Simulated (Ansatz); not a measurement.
PBE exchange is replaced step by step with exact exchange (0 % is PBE, 25 % PBE0; no dispersion term), basis def2-SVP, Ansatz. System: GeEtBr3 (C₂H₅Br₃Ge). The state is a singlet with charge 0. Geometry: PBE-D4/def2-SVP.

Geometry of the singlet:

```csv
atom,x (Å),y (Å),z (Å)
Ge1,-0.118,0.950,1.069
C2,-0.652,-0.388,-0.270
C3,0.522,-0.894,-1.105
H4,-1.431,0.111,-0.883
H5,-1.146,-1.195,0.309
H6,0.175,-1.644,-1.844
H7,1.009,-0.070,-1.665
H8,1.294,-1.376,-0.473
Br9,0.864,2.787,0.031
Br10,1.437,0.038,2.541
Br11,-1.954,1.682,2.290
```

```
exact exchange (%)  HOMO (eV)  LUMO (eV)  gap (eV)
                 0      -6.91      -2.68      4.23
                10      -7.45      -2.36      5.09
                15      -7.73      -2.20      5.53
                40      -9.10      -1.35      7.75
```

Question: Estimate the row for 25 %.

Answer: 
| exact exchange (%) | HOMO (eV) | LUMO (eV) | gap (eV) |
| --- | --- | --- | --- |
| 25 | -8.28 | -1.87 | 6.41 |
